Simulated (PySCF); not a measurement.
A structure optimised at B3LYP-D3(BJ)/def2-SVP, used in a PySCF frequency run:

```
Si
F 1 1.6434
H 1 1.4942 2 106.36
C 1 1.8772 3 109.34 2 -115.79
H 4 1.1038 1 110.20 3 -161.07
H 4 1.1047 5 106.85 1 -117.05
Si 4 1.8936 5 108.39 6 -117.15
H 7 1.4888 4 110.54 5 -52.74
H 7 1.4920 8 109.12 4 120.93
H 7 1.4934 8 108.62 9 118.08
Si 1 2.3466 3 111.98 2 119.09
N 11 1.7380 1 109.42 3 -51.67
H 12 1.0156 11 119.58 1 48.53
H 12 1.0162 13 110.46 11 -145.65
H 11 1.4933 12 108.24 13 168.11
H 11 1.5060 15 106.11 12 -125.76
```

### Question
Write its SMILES and formula.

### Answer
N[SiH2][Si@@H](F)C[SiH3], CH₁₀FNSi₃

### Question
What are its rotational constants (standard atomic weights)?

### Answer
4.4612, 0.74272, 0.67639 GHz
